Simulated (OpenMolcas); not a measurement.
Ionisation energies of rhodium

```json
{
 "Program": "OpenMolcas 26.06",
 "Basis": "ANO-R2 [7s5p4d2f1g]",
 "Scalar Hamiltonian": "X2C, finite nucleus",
 "Spin-orbit coupling": "RASSI with atomic mean-field integrals over the reference wave functions, term energies averaged over their components"
}
```

Active shells in each charge state: the valence d shell, with orbitals averaged over the low states. Where CASPT2's correlated closed shells are named, they are those of the first ion.

A. CASSCF
B. SS-CASPT2, IPEA 0.25 Eh, imaginary shift 0.1 Eh (closed shells correlated: 4s 4p)
C. SS-CASPT2, IPEA 0.25 Eh, imaginary shift 0.1 Eh (closed shells correlated: 3d 4s 4p)
D. SS-CASPT2, IPEA 0 Eh, imaginary shift 0.1 Eh (closed shells correlated: 4s 4p)
E. SS-CASPT2, IPEA 0.25 Eh, imaginary shift 0.1 Eh (closed shells correlated: none)

Energies in eV between the lowest computed levels, named as in B; reference values from the NIST Atomic Spectra Database with their kind.

```csv
From,To,A,B,C,D,E,Spin-orbit share in B,Reference
Rh2+ 4d7 4F 9/2,Rh3+ 4d6 5D4,29.341,30.824,30.814,30.827,30.721,+0.063,31.060 (semi-empirical)
Rh3+ 4d6 5D4,Rh4+ 4d5 6S 5/2,42.778,44.218,44.209,44.180,44.074,+0.172,42.000 (theoretical)
Rh4+ 4d5 6S 5/2,Rh5+ 4d4 5D0,63.281,64.112,64.084,64.190,63.969,-0.310,63.000 (theoretical)
Rh5+ 4d4 5D0,Rh6+ 4d3 4F 3/2,79.197,80.070,80.046,80.133,79.795,-0.139,80.000 (theoretical)
Rh6+ 4d3 4F 3/2,Rh7+ 4d2 3F2,97.035,97.810,97.784,97.873,97.398,-0.037,97.000 (theoretical)
Rh7+ 4d2 3F2,Rh8+ 4d 2D 3/2,115.733,116.507,116.481,116.581,115.877,+0.095,115.100 (theoretical)
```

The lowest level within the active space need not be the ion's true ground level.
